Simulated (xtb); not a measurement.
xtb job for Sn(Cl)4 anion (Cl4Sn), SMILES [Cl][Sn]([Cl])([Cl])[Cl] (connectivity only; charge and spin as stated), charge -1, multiplicity 2, GFN2-xTB. 

```
$ xtb mol.xyz --gfn 2 --sp --chrg -1 --uhf 1 --json
$ cat mol.xyz
5

Cl     1.46148423    -1.46148424    -1.46148423
Sn    -0.00000000     0.00000000     0.00000000
Cl    -1.46148423    -1.46148424     1.46148424
Cl    -1.46148424     1.46148423    -1.46148423
Cl     1.46148424     1.46148423     1.46148423
```

Program output:

```
[banner left out]
          |                Calculation Setup                |
           -------------------------------------------------



           -------------------------------------------------
          |                 G F N 2 - x T B                 |
           -------------------------------------------------

        Reference                      10.1021/acs.jctc.8b01176
      * Hamiltonian:
        H0-scaling (s, p, d)           1.850000    2.230000    2.230000
        zeta-weighting                 0.500000
      * Dispersion:
        s8                             2.700000
        a1                             0.520000
        a2                             5.000000
        s9                             5.000000
      * Repulsion:
        kExp                           1.500000    1.000000
        rExp                           1.000000
      * Coulomb:
        alpha                          2.000000
        third order                    shell-resolved
        anisotropic                    true
        a3                             3.000000
        a5                             4.000000
        cn-shift                       1.200000
        cn-exp                         4.000000
        max-rad                        5.000000


          ...................................................
          :                      SETUP                      :
          :.................................................:
          :  # basis functions                  50          :
          :  # atomic orbitals                  45          :
          :  # shells                           15          :
          :  # electrons                        33          :
          :  max. iterations                   250          :
          :  Hamiltonian                  GFN2-xTB          :
          :  restarted?                      false          :
          :  GBSA solvation                  false          :
          :  PC potential                    false          :
          :  electronic temp.          300.0000000     K    :
          :  accuracy                    1.0000000          :
          :  -> integral cutoff          0.2500000E+02      :
          :  -> integral neglect         0.1000000E-07      :
          :  -> SCF convergence          0.1000000E-05 Eh   :
          :  -> wf. convergence          0.1000000E-03 e    :
          :  Broyden damping             0.4000000          :
          :  net charge                         -1          :
          :  unpaired electrons                  1          :
          ...................................................

 iter      E             dE          RMSdq      gap      omega  full diag
   1    -20.7315687 -0.207316E+02  0.462E+00    5.40       0.0  T
   2    -20.7261525  0.541629E-02  0.424E+00    6.83       1.0  T
   3    -20.7653805 -0.392281E-01  0.241E+00    5.96       1.0  T
   4    -20.7722850 -0.690445E-02  0.624E-01    6.64       1.0  T
   5    -20.7733879 -0.110292E-02  0.140E-01    6.59       1.0  T
   6    -20.7733937 -0.576543E-05  0.626E-02    6.61       1.0  T
   7    -20.7733966 -0.299608E-05  0.143E-02    6.60       3.1  T
   8    -20.7733966 -0.308422E-08  0.784E-03    6.60       5.7  T
   9    -20.7733968 -0.189044E-06  0.884E-04    6.60      50.6  T
  10    -20.7733968 -0.950166E-09  0.227E-04    6.60     197.3  T

   *** convergence criteria satisfied after 10 iterations ***

         #    Occupation            Energy/Eh            Energy/eV
      -------------------------------------------------------------
         1        2.0000           -0.9168671             -24.9492
       ...           ...                  ...                  ...
        11        2.0000           -0.2953329              -8.0364
        12        2.0000           -0.2953329              -8.0364
        13        2.0000           -0.2953329              -8.0364
        14        2.0000           -0.2920248              -7.9464
        15        2.0000           -0.2920248              -7.9464
        16        2.0000           -0.2920248              -7.9464
        17        1.0000           -0.2509169              -6.8278 (HOMO)
        18                         -0.0083816              -0.2281 (LUMO)
        19                         -0.0083816              -0.2281
        20                         -0.0083816              -0.2281
        21                          0.1000297               2.7219
        22                          0.1000297               2.7219
       ...                                ...                  ...
        45                          0.5426530              14.7663
      -------------------------------------------------------------
                  HL-Gap            0.2425353 Eh            6.5997 eV
             Fermi-level           -0.2003172 Eh           -5.4509 eV

 SCC (total)                   0 d,  0 h,  0 min,  0.020 sec
 SCC setup                      ...        0 min,  0.000 sec (  0.667%)
 Dispersion                     ...        0 min,  0.000 sec (  0.170%)
 classical contributions        ...        0 min,  0.000 sec (  0.320%)
 integral evaluation            ...        0 min,  0.003 sec ( 14.604%)
 iterations                     ...        0 min,  0.011 sec ( 55.003%)
 molecular gradient             ...        0 min,  0.006 sec ( 28.065%)
 printout                       ...        0 min,  0.000 sec (  1.030%)

         :::::::::::::::::::::::::::::::::::::::::::::::::::::
         ::                     SUMMARY                     ::
         :::::::::::::::::::::::::::::::::::::::::::::::::::::
         :: total energy             -20.772444399111 Eh    ::
         :: gradient norm              0.000028985326 Eh/a0 ::
         :: HOMO-LUMO gap              6.599722077163 eV    ::
         ::.................................................::
         :: SCC energy               -20.773383195015 Eh    ::
         :: -> isotropic ES            0.072100178689 Eh    ::
         :: -> anisotropic ES         -0.003050193026 Eh    ::
         :: -> anisotropic XC         -0.001397320799 Eh    ::
         :: -> dispersion             -0.006697172070 Eh    ::
         :: repulsion energy           0.000938795904 Eh    ::
         :: add. restraining           0.000000000000 Eh    ::
         :: total charge              -0.999999999159 e     ::
         :::::::::::::::::::::::::::::::::::::::::::::::::::::

           -------------------------------------------------
          |                Property Printout                |
           -------------------------------------------------

    * Orbital Energies and Occupations

         #    Occupation            Energy/Eh            Energy/eV
      -------------------------------------------------------------
         1        2.0000           -0.9168671             -24.9492
       ...           ...                  ...                  ...
         5        2.0000           -0.6849457             -18.6383
         6        2.0000           -0.3186219              -8.6701
         7        2.0000           -0.3186219              -8.6701
         8        2.0000           -0.3186219              -8.6701
         9        2.0000           -0.3020739              -8.2199
        10        2.0000           -0.3020739              -8.2199
        11        2.0000           -0.2953329              -8.0364
        12        2.0000           -0.2953329              -8.0364
        13        2.0000           -0.2953329              -8.0364
        14        2.0000           -0.2920248              -7.9464
        15        2.0000           -0.2920248              -7.9464
        16        2.0000           -0.2920248              -7.9464
Note: The following floating-point exceptions are signalling: IEEE_UNDERFLOW_FLAG IEEE_DENORMAL
normal termination of xtb
        17        1.0000           -0.2509169              -6.8278 (HOMO)
        18                         -0.0083816              -0.2281 (LUMO)
        19                         -0.0083816              -0.2281
        20                         -0.0083816              -0.2281
        21                          0.1000297               2.7219
        22                          0.1000297               2.7219
        23                          0.1682754               4.5790
        24                          0.1682754               4.5790
        25                          0.1682754               4.5790
        26                          0.1694132               4.6100
        27                          0.1694132               4.6100
        28                          0.1694132               4.6100
       ...                                ...                  ...
        45                          0.5426530              14.7663
      -------------------------------------------------------------
                  HL-Gap            0.2425353 Eh            6.5997 eV
             Fermi-level           -0.2003172 Eh           -5.4509 eV

     #   Z          covCN         q      C6AA      α(0)
     1  17 Cl       0.775    -0.387   111.566    16.157
     2  50 Sn       3.100     0.549   355.488    36.808
     3  17 Cl       0.775    -0.387   111.566    16.157
     4  17 Cl       0.775    -0.387   111.566    16.157
     5  17 Cl       0.775    -0.387   111.566    16.157

 Mol. C6AA /au·bohr⁶  :       3699.490113
 Mol. C8AA /au·bohr⁸  :     231910.366120
 Mol. α(0) /au        :        101.437515


Wiberg/Mayer (AO) data.
largest (>0.10) Wiberg bond orders for each atom

 ---------------------------------------------------------------------------
     #   Z sym  total        # sym  WBO       # sym  WBO       # sym  WBO
 ---------------------------------------------------------------------------
     1  17 Cl   0.973 --     2 Sn   0.666     3 Cl   0.102     5 Cl   0.102
                             4 Cl   0.102
     2  50 Sn   2.665 --     1 Cl   0.666     5 Cl   0.666     4 Cl   0.666
                             3 Cl   0.666
     3  17 Cl   0.973 --     2 Sn   0.666     4 Cl   0.102     1 Cl   0.102
                             5 Cl   0.102
     4  17 Cl   0.973 --     2 Sn   0.666     3 Cl   0.102     5 Cl   0.102
                             1 Cl   0.102
     5  17 Cl   0.973 --     2 Sn   0.666     3 Cl   0.102     4 Cl   0.102
                             1 Cl   0.102
 ---------------------------------------------------------------------------

Topologies differ in total number of bonds
Writing topology from bond orders to xtbtopo.mol

molecular dipole:
                 x           y           z       tot (Debye)
 q only:        0.000       0.000      -0.000
   full:        0.000       0.000      -0.000       0.000
molecular quadrupole (traceless):
                xx          xy          yy          xz          yz          zz
 q only:       -0.000      -0.000      -0.000      -0.000       0.000       0.000
  q+dip:       -0.000      -0.000      -0.000      -0.000       0.000       0.000
   full:       -0.000      -0.000      -0.000      -0.000       0.000       0.000


           -------------------------------------------------
          | TOTAL ENERGY              -20.772444399111 Eh   |
          | GRADIENT NORM               0.000028985326 Eh/α |
          | HOMO-LUMO GAP               6.599722077163 eV   |
           -------------------------------------------------

------------------------------------------------------------------------
------------------------------------------------------------------------
 total:
 SCF:
```

The calculation finished and met its thresholds.

Cost: about 0.07 core-seconds (a rough figure).
